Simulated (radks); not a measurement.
Results of a calculation; reference values are marked as such.
Question: The mean radii <r> (bohr) of the occupied orbitals of an atom or ion are listed with their occupations. Code: a radial shooting solver on a logarithmic mesh with Libxc functionals. Model: scalar-relativistic Kohn-Sham, LB94 model potential, spin-polarised, spherical densities, finite nucleus; Fermi nuclear charge, rms radius of each element as measured or else 0.836 A^(1/3) + 0.57 fm.

| orbital | occ. | <r> |
|---|---|---|
| 1s down | 1 | 0.03700 |
| 1s up | 1 | 0.03700 |
| 2s up | 1 | 0.1622 |
| 2s down | 1 | 0.1622 |
| 2p down | 3 | 0.1412 |
| 2p up | 3 | 0.1412 |
| 3s up | 1 | 0.4589 |
| 3s down | 1 | 0.4591 |
| 3p up | 3 | 0.4620 |
| 3p down | 3 | 0.4622 |
| 3d up | 5 | 0.4503 |
| 3d down | 5 | 0.4506 |
| 4s down | 1 | 1.203 |
| 4s up | 1 | 1.207 |
| 4p down | 3 | 1.356 |
| 4p up | 3 | 1.364 |
| 5s up | 1 | 3.510 |
| 4d up | 2 | 2.140 |
| 5s down | 1 | 3.593 |

Name the element and its charge. Open shells, if any, are filled with parallel spins first.

Answer: Z = 40, zirconium, charge 0: Zr in [Kr] 4d2 5s2. The 1s radius gives Z: for a bare nucleus <r> = (2 gamma + 1)/(2Z) with gamma = sqrt(1 - (Z/c)^2), 0.03641 bohr for Z = 40, and screening makes it slightly larger (0.03700 here). The occupations add up to 40, and the charge is Z minus that.
